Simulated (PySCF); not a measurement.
CH4MoO2S, SMILES [O]=[Mo]([CH3])([SH])=[O], multiplicity 1.

Coordinates come from a PBE0-D3(BJ)/def2-SVP optimisation. The multiplicity is an assumed one; no other spin state was optimised. The structure was generated by enumeration; whether it is a known compound was not checked. The def2 effective core potentials stand for the cores of Mo; spin–orbit coupling is left out. One conformer was computed; it need not be the lowest.

Method: PBE0-D3(BJ)/def2-SVP in PySCF.

Frequencies are harmonic and unscaled.

```
mode  ν (cm⁻¹)  IR (km/mol)  Raman (Å⁴/amu)  depolarisation  moving atoms (share of kinetic energy)
----  --------  -----------  --------------  --------------  --------------------------------------
1          138          2.5             5.0            0.73         C 34 %, S 27 %, H 18 %, Mo 13 %
2          147          0.1             0.3            0.75                                  H 89 %
3          165          2.2             2.1            0.74         O 50 %, S 17 %, Mo 15 %, H 15 %
4          200          2.4             5.5            0.75                  O 45 %, H 28 %, C 22 %
5          227          7.2             1.5            0.59          O 60 %, S 12 %, Mo 11 %, C 9 %
6          296         12.9             1.4            0.66                          H 82 %, O 13 %
7          318          9.2             3.7            0.59                          O 69 %, S 18 %
8          426         26.9            11.4            0.17                 S 46 %, Mo 30 %, O 18 %
9          562         41.9            11.3            0.12                 C 63 %, H 22 %, Mo 14 %
10         604         19.2             8.3            0.71                                  H 92 %
11         628         12.9             4.4            0.75                          H 76 %, C 18 %
12         670          1.8             2.9            0.75                          H 79 %, C 18 %
13        1046        194.6             8.1            0.75                         O 79 %, Mo 20 %
14        1071        108.9            28.9            0.01                         O 88 %, Mo 11 %
15        1190          4.6             1.4            0.73                          H 78 %, C 21 %
16        1388         14.4            15.9            0.67                                  H 94 %
17        1397         10.8            14.2            0.75                                  H 95 %
18        2696          8.5           112.4            0.27                                  H 97 %
19        3044          4.2           170.3            0.02                                  H 98 %
20        3164          0.1            89.5            0.72                           H 91 %, C 9 %
21        3165          0.0            70.1            0.75                          H 90 %, C 10 %
```
